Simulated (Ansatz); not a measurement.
Isolated molecules relaxed with PBE0-D4/def2-TZVP in Ansatz; ΔE leaves out vibrations. CBS: MP2 limit from def2 TZ/QZ plus the TZ coupled-cluster correction, frozen cores. This one scheme is used for every species. Functionals use def2-TZVPP. Elements past krypton have def2 core potentials. For In outer-core shells are correlated without core-valence functions, which leaves a few kJ/mol of doubt a bond. Each species was taken in one conformer, which may not be the lowest.

Consider the adduct formation: H₂S + `[Cl][In]([Cl])[Cl]` → `[SH2+][In-]([Cl])([Cl])[Cl]`.

```json
{"level": "PBE-D4", "ΔE (kcal/mol)": "-16.4", "difference from CCSD(T)/CBS": "0.8"}
{"level": "r2SCAN0-D4", "ΔE (kcal/mol)": "-17.4", "difference from CCSD(T)/CBS": "-0.2"}
{"level": "ωB97M-V", "ΔE (kcal/mol)": "-16.5", "difference from CCSD(T)/CBS": "0.7"}
{"level": "r2SCANh", "ΔE (kcal/mol)": "-16.5", "difference from CCSD(T)/CBS": "0.7"}
{"level": "r2SCAN0", "ΔE (kcal/mol)": "-16.6", "difference from CCSD(T)/CBS": "0.6"}
{"level": "RPA@PBE/def2-TZVPP", "ΔE (kcal/mol)": "-14.2", "difference from CCSD(T)/CBS": "3.0"}
{"level": "HF/def2-SVP", "ΔE (kcal/mol)": "-13.6", "difference from CCSD(T)/CBS": "3.6"}
{"level": "CCSD(T)/def2-TZVPP", "ΔE (kcal/mol)": "-15.6", "difference from CCSD(T)/CBS": "1.6"}
{"level": "HF/def2-QZVPP", "ΔE (kcal/mol)": "-10.3", "difference from CCSD(T)/CBS": "6.9"}
{"level": "MP2/def2-QZVPP", "ΔE (kcal/mol)": "-18.0", "difference from CCSD(T)/CBS": "-0.8"}
{"level": "CCSD(T)/CBS", "ΔE (kcal/mol)": "-17.2", "difference from CCSD(T)/CBS": "0"}
```

Largest T1 diagnostic among the species: 0.012.

From PBE to PBE0 (25 % exact exchange), in def2-TZVPP and without D4, ΔE moves by −0.8 kcal/mol. In def2-TZVPP, CCSD(T) changes the Hartree–Fock value by −5.0 kcal/mol (the triples alone add −0.8 kcal/mol) and MP2 by −6.6 kcal/mol. The D4 term adds −4.2 kcal/mol with B3LYP and −2.3 kcal/mol with PBE0; it sums over pairs of atoms, weighted by their polarisabilities, and B3LYP, whose exchange is more repulsive, gets the larger term.

B3LYP here is the variant with VWN-RPA as its local correlation; programs differ in this.
